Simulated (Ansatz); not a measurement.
Geometry optimisation, Ansatz, UKS PBE/STO-3G.

Input file:

```yaml
crystal:
  periodic: [false, false, false]
  atoms:
    - { symbol: Si, position_ang: [-0.5224, 0.438, -0.6259] }
    - { symbol: "N", position_ang: [1.2703, -0.1063, 0.3688] }
    - { symbol: Cl, position_ang: [-1.2425, -0.6619, -2.1423] }
    - { symbol: Cl, position_ang: [-1.782, 1.5526, 0.5032] }
    - { symbol: Cl, position_ang: [0.4902, 1.9266, -1.6728] }
    - { symbol: H, position_ang: [0.4012, -1.0018, 0.8593] }
    - { symbol: O, position_ang: [-0.8354, -1.1966, 0.603] }
    - { symbol: H, position_ang: [1.6388, 0.5977, 0.9887] }
    - { symbol: H, position_ang: [1.9999, -0.4463, -0.2381] }
    - { symbol: H, position_ang: [-1.4181, -1.1021, 1.3562] }
magnetization:
  spin_polarized: true
basis:
  gaussian: { orbitals: STO-3G }
hamiltonian:
  xc: pbe
relax:
  f_tol: 0.15
  max_steps: 25
  restrain:
    - { distance: [0, 6], at: 3.07, k: 30.0 }
    - { distance: [5, 1], at: 2.32, k: 30.0 }
    - { distance: [0, 1], at: 1.82, k: 30.0 }
    - { distance: [5, 6], at: 0.97, k: 30.0 }
output:
  orbitals: {}
```

Launched with:

```bash
$ ansatz run input.yaml --threads 1 --pin off --max-ram 2048MiB --backend cpu --events-out ev --progress --plain --runs-dir out
```

Task: Where does it end, and by what steps?

Result: The run converged. The restraints hold the end off the free minimum. Limits of this set-up: minimal basis. After 8 steps the energy has fallen by 0.106 eV (the restraints' own energy left out); H6 moved furthest, 0.87 Å. Parted: Si1–O7. Joined: H6–O7.

```json
{"step": "0", "energy less start (eV)": "0.0000", "largest force component (eV/Å)": "5.437", "accepted": "yes"}
{"step": "1", "energy less start (eV)": "0.3525", "largest force component (eV/Å)": "4.668", "accepted": "yes"}
{"step": "2", "energy less start (eV)": "0.8773", "largest force component (eV/Å)": "5.042", "accepted": "yes"}
{"step": "3", "energy less start (eV)": "0.6523", "largest force component (eV/Å)": "2.835", "accepted": "yes"}
{"step": "4", "energy less start (eV)": "0.2260", "largest force component (eV/Å)": "1.817", "accepted": "yes"}
{"step": "5", "energy less start (eV)": "-0.0156", "largest force component (eV/Å)": "1.350", "accepted": "yes"}
{"step": "6", "energy less start (eV)": "-0.0717", "largest force component (eV/Å)": "1.116", "accepted": "yes"}
{"step": "7", "energy less start (eV)": "-0.0903", "largest force component (eV/Å)": "1.274", "accepted": "yes"}
{"step": "8", "energy less start (eV)": "-0.1060", "largest force component (eV/Å)": "1.296", "accepted": "yes"}
```

```xyz
10
Properties=species:S:1:pos:R:3
Si -0.134 0.720 -0.780
N 1.196 0.015 0.209
Cl -0.848 -0.693 -2.167
Cl -1.604 1.450 0.552
Cl 0.493 2.398 -1.929
H -0.134 -1.616 1.176
O -1.107 -1.643 0.904
H 1.648 0.808 0.758
H 1.971 -0.311 -0.441
H -1.482 -1.128 1.718
```

Run time: 21 s on 1 thread of AMD EPYC 9R45 96-Core Processor (Zen 5), on a shared host, peak memory 0.2 GiB.
